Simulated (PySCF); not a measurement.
ClH6NOSi2, SMILES O[Si@H](Cl)N[SiH3].

Coordinates come from a r2SCAN-D4/def2-SVP optimisation. The structure was generated by enumeration; whether it is a known compound was not checked. One conformer was computed; it need not be the lowest.

Two levels are set side by side: PBE/def2-TZVP (PySCF) and B3LYP/def2-TZVP (PySCF). Same geometry, gas phase. Differences are taken from unrounded values.

```json
[
 {"quantity": "orbital gap (eV)", "PBE": "5.86"},
 {"quantity": "highest occupied level (eV)", "PBE": "-6.57"},
 {"quantity": "lowest empty level (eV)", "PBE": "-0.70"},
 {"quantity": "dipole moment (D)", "PBE": "2.03"},
 {"quantity": "mean polarisability (bohr³)", "PBE": "74.3"}
]
```

Task: These are the PBE values. What does B3LYP give? (Estimate from the structure and the level; the computed values follow.)

Result: 
```tsv
quantity	B3LYP	PBE minus B3LYP
orbital gap (eV)	7.60	-1.74
highest occupied level (eV)	-7.72	1.15
lowest empty level (eV)	-0.12	-0.59
dipole moment (D)	2.06	-0.03
mean polarisability (bohr³)	71.2	3.0
```

Without exact exchange PBE keeps part of each electron's self-repulsion, which lifts occupied levels and narrows the gap. PBE's more diffuse valence density responds more strongly to a field. Differences between two approximate levels are no errors against the true value.

Rough cost on one machine, each run with all the roots and properties that it gave: B3LYP against PBE within a factor of 2.
